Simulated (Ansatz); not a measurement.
Reaction (substitution at a C–B bond): `CB(C)N` + `[NH2][Ga]([NH2])[OH]` → `C[O][Ga]([NH2])[NH2]` + `CBN`

Computed with Ansatz on PBE0-D4/def2-TZVP structures; ΔE is electronic, products minus reactants. CBS: MP2 limit from def2 TZ/QZ plus the TZ coupled-cluster correction, frozen cores. Functionals use def2-TZVPP. B3LYP here is the variant with VWN-RPA as its local correlation; programs differ in this. HSE06 is defined as in plane-wave codes. For Ga outer-core shells are correlated without core-valence functions, which leaves a few kJ/mol of doubt a bond. Scalar relativity is left out up to krypton. Each species was taken in one conformer, which may not be the lowest.

| level | ΔE (kcal/mol) | difference from CCSD(T)/CBS |
| --- | --- | --- |
| LDA (SPW92) | 25.0 | -0.2 |
| revPBE-D4 | 23.8 | -1.4 |
| BLYP-D4 | 22.3 | -2.9 |
| r2SCAN-D4 | 24.7 | -0.5 |
| B97M-V | 25.1 | -0.1 |
| PBE0-D4 | 24.6 | -0.6 |
| B3LYP-D4 | 22.9 | -2.3 |
| r2SCANh-D4 | 24.9 | -0.3 |
| r2SCAN0-D4 | 25.1 | -0.1 |
| HSE06-D4 | 24.5 | -0.7 |
| BHLYP-D4 | 23.0 | -2.2 |
| CAM-B3LYP-D4 | 23.1 | -2.1 |
| ωB97X-V | 23.4 | -1.8 |
| B2PLYP | 23.8 | -1.4 |
| PBE-QIDH | 25.3 | 0.1 |
| PBE | 24.0 | -1.2 |
| revPBE | 23.6 | -1.6 |
| BLYP | 22.2 | -3.0 |
| r2SCAN | 24.8 | -0.4 |
| PBE0 | 24.6 | -0.6 |
| r2SCANh | 24.9 | -0.3 |
| r2SCAN0 | 25.1 | -0.1 |
| BHLYP | 23.1 | -2.1 |
| CAM-B3LYP | 23.1 | -2.1 |
| LC-ωPBE | 24.8 | -0.4 |
| RPA@PBE/def2-TZVPP | 22.2 | -3.0 |
| MP2/def2-SVP | 23.0 | -2.2 |
| CCSD/def2-SVP | 21.1 | -4.1 |
| CCSD(T)/def2-SVP | 21.0 | -4.2 |
| HF/def2-TZVPP | 21.5 | -3.7 |
| MP2/def2-TZVPP | 25.9 | 0.7 |
| SCS-MP2/def2-TZVPP | 24.1 | -1.1 |
| CCSD/def2-TZVPP | 24.2 | -1.0 |
| CCSD(T)/def2-TZVPP | 24.3 | -0.9 |
| HF/def2-QZVPP | 21.5 | -3.7 |
| MP2/def2-QZVPP | 26.4 | 1.2 |
| SCS-MP2/def2-QZVPP | 24.6 | -0.6 |
| HF/CBS(def2) | 21.5 | -3.7 |
| MP2/CBS(def2) | 26.8 | 1.6 |
| CCSD/CBS(def2) | 25.1 | -0.1 |
| CCSD(T)/CBS | 25.2 | 0 |

Problem. What do rigid-rotor, harmonic-oscillator terms from PBE0-D4/def2-TZVP frequencies (298.15 K, 1 bar) make of the CCSD(T)/CBS value? (Estimate.)

Solution. Computed: ΔZPE = -0.1 kcal/mol, ΔH = +25.2 kcal/mol, ΔS = 12 J/(mol·K), ΔG = +24.3 kcal/mol. Modes under 50 cm⁻¹ make the entropy rough.

Largest T1 diagnostic among the species: 0.013.

In def2-TZVPP, CCSD(T) changes the Hartree–Fock value by +2.8 kcal/mol (the triples alone add +0.1 kcal/mol) and MP2 by +4.4 kcal/mol. Leaving LDA and LC-ωPBE aside and taking each functional with its dispersion term where it has one, the values spread over 3.0 kcal/mol, from BLYP-D4 to PBE-QIDH. LDA lies +1.0 kcal/mol from PBE without D4.
